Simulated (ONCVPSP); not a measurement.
## Be (Z = 4): one change to an ONCV potential, before and after

* Element: Be (Z = 4)
* Generator: ONCVPSP 4.0.1
* Type: optimised norm-conserving Vanderbilt (ONCV)
* Functional: BLYP
* Relativity: scalar-relativistic
* Frozen core: none
* Valence charge: 4
* Reference configuration: 1s2 2s1.5 2p0.5
* Partial waves: 1s+2s: rc 0.85 bohr, ncon 4, nbas 7, qcut 18.3 1/bohr, 2 projectors; 2p: rc 4.00 bohr, ncon 4, nbas 8, qcut 2.8 1/bohr, 3 projectors, debl 1.3 Ha
* Local potential: polynomial inside 0.80 bohr (lpopt 5, dvloc0 0 Ha)
* Core correction: none

All-electron outer shells of the reference configuration (BLYP, scalar-relativistic, ld1.x):

```
shell  level (eV)  outermost node (bohr)  outermost maximum (bohr)
   1s     -107.30                      –                      0.27
   2s       -5.77                   0.59                      1.99
   2p       -2.20                      –                      2.20
```

Change: s: rc 1.06.

Cutoffs: the cutoffs (Ha) at which the residual kinetic energy of the hardest occupied pseudo-wave falls to 1 and 0.1 mHa per electron; they do not see the model core or the augmentation charge, which bear on the density cutoff. Errors are all-electron minus pseudo energies relative to the spin-unpolarised reference configuration.

Question: What does the change do?

Answer: The potential gets softer (97 Ha and 115 Ha → 72 Ha and 86 Ha); the errors of the 4 common tests hardly move; neither file shows a bound ghost. A larger radius leaves more room for a smooth pseudo-wave, so fewer plane waves are needed.

| quantity | base | changed |
| --- | --- | --- |
| cutoff, loose | 97 Ha | 72 Ha |
| cutoff, tight | 115 Ha | 86 Ha |
| loose cutoff by channel | s 97 Ha, p 2.7 Ha | s 72 Ha, p 2.7 Ha |
| bound ghosts | none | none |
| GHOST(+) flags under 300 eV | p at 255.2 eV | p at 255.2 eV |
| error for 1s2 2s2 2p0, meV [ΔE -1.78 eV] | -8.3 | -8.2 |
| error for 1s2 2s1 2p0, meV [ΔE 7.66 eV] | +60 | +60 |
| error for 1s2 2s0 2p0, meV [ΔE 25.75 eV] | +160 | +160 |
| error for 1s2 2s0 2p2, meV [ΔE 5.41 eV] | -72 | -71 |
| p: phases at 4.07 bohr within 0.05 rad from the reference energy up to (Ha; the scan ends near 5) | 0.3 | 0.3 |
